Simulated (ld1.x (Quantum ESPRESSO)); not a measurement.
# Before and after: ultrasoft potential for chlorine (Cl)

- Element: chlorine (Cl)
- Generator: ld1.x (Quantum ESPRESSO) 7.5
- Type: ultrasoft
- Functional: PW91
- Relativity: scalar-relativistic
- Frozen core: [Ne]
- Valence charge: 7
- Reference configuration: 3s2 3p5
- Partial waves: 3s (bound): rcut 0.85, rcutus 1.10 bohr; 3s channel at 3.5 Ry: rcut 0.85, rcutus 1.10 bohr; 3p (bound): rcut 0.75, rcutus 1.05 bohr; 3p channel at 3.15 Ry: rcut 0.75, rcutus 1.05 bohr
- Local potential: all-electron potential smoothed inside 1.00 bohr (lloc = -2)
- Core correction: none
- Augmentation charge: built from norm-conserving waves at rcut, not smoothed further

Change: all radii scaled by about 1.27 (s 1.40, p 1.34 bohr, rcut 1.08/0.96); local potential all-electron potential smoothed inside 1.28 bohr (lloc = -2).

Cutoffs: the cutoffs (Ry, on a coarse ladder) from which the occupation-weighted sum of valence levels, in a spherical-Bessel basis at the reference potential, stays within 10 and 1 mRy of its value at 400 Ry; they do not see the model core or the augmentation charge, which bear on the density cutoff. Errors are all-electron minus pseudo energies relative to the spin-unpolarised reference configuration.

What does the change do?

The potential gets softer (45 Ry and 80 Ry → 21 Ry and 45 Ry); of the 7 tests that both files solve, the error grows in 3 and shrinks in 3 by more than 15 % and 0.3 meV (median size 4.4 → 4.1 meV); neither file shows a bound ghost. A larger radius leaves more room for a smooth pseudo-wave, so fewer plane waves are needed.

| quantity | base | changed |
| --- | --- | --- |
| cutoff, loose | 45 Ry | 21 Ry |
| cutoff, tight | 80 Ry | 45 Ry |
| loose cutoff by channel (10 mRy a level) | s 30 Ry, p 25 Ry | s 8 Ry, p 15 Ry |
| bound ghosts | none | none |
| error for 3s2 3p4, meV [ΔE 13.93 eV] | -1.1 | 0.0 |
| error for 3s2 3p3, meV [ΔE 39.44 eV] | -1.1 | +6.9 |
| error for 3s2 3p2, meV [ΔE 77.83 eV] | +4.4 | +35 |
| error for 3s1 3p6, meV [ΔE 12.15 eV] | -6.6 | +4.1 |
| error for 3s2 3p5.3, meV [ΔE -2.15 eV] | +0.3 | +0.3 |
| error for 3s1 3p5, meV [ΔE 26.64 eV] | -7.0 | +2.8 |
| error for 3s2 3p1, meV [ΔE 130.17 eV] | +33 | +116 |
| lowest overlap eigenvalue by channel | s 0.65, p 0.92 | s 0.44, p 0.70 |
